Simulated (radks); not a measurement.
Results of a calculation; reference values are marked as such.
Question: Orbital eigenvalues (eV) of the copper ion Cu2+, [Ar] 3d9, of relativity; Dirac values are averaged over j with weights 2j + 1. Spin-unpolarised spherical Kohn-Sham, LDA (Slater exchange, Perdew-Wang correlation), point nucleus unless stated (finite: rms radius 3.8823 fm), a radial shooting solver on a logarithmic mesh with Libxc functionals. A level marked "c x" has the speed of light scaled by that factor and shares open shells by 2j + 1; other Dirac levels either fill j = l - 1/2 first or share by 2j + 1.

| shell | non-rel. |
|---|---|
| 1s | -8754.9 |
| 2s | -1063.8 |
| 2p | -936.93 |
| 3s | -136.06 |
| 3p | -96.556 |
| 3d | -30.193 |
| 4s (empty) | -22.135 |
| 4p (empty) | -15.264 |

Give the values at the level "Dirac, c x 10".

Answer: 
shell       Dirac, c x 10  change of magnitude (%)
1s                -8755.9                    +0.01
2s                -1064.0                    +0.02
2p                -936.98                    +0.01
3s                -136.10                    +0.03
3p                -96.566                    +0.01
3d                -30.191                    -0.01
4s (empty)        -22.139                    +0.02
4p (empty)        -15.265                    +0.01
